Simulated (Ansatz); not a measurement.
Harmonic frequencies (cm⁻¹) at PBE0-D4/def2-TZVP from Ansatz: 198, 515, 520.

(1) Which molecule is it?
A. `O=S=O`
B. `Cl[Si]Cl`
C. `F[C]F`
D. `[GeH2]`

Results:

(1) B.
